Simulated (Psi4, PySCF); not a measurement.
The PySCF input:
```python
from pyscf import gto, scf, mp

mol = gto.Mole()
mol.atom = '''
    F     0.00000000    0.00000000    0.00000000
'''
mol.basis = 'cc-pvtz'
mol.charge = -1
mol.verbose = 4
mol.build()

mf = scf.RHF(mol)
mf.kernel()

pt = mp.MP2(mf, frozen=1)
pt.kernel()
print('E(MP2) = %.10f' % pt.e_tot)
```

Question: Convert this to an input for Psi4.

Answer: One answer among several that fit: 
```
memory 2 GB

molecule {
-1 1
  F     0.00000000    0.00000000    0.00000000
}

set basis cc-pvtz
set freeze_core true
set mp2_type conv
set scf_type pk
set puream true
set d_convergence 1e-8

energy('mp2')
print_variables()
```

Both were run: PySCF gave -99.693388 Eh and Psi4 -99.693388 Eh, 0.000 mEh apart.
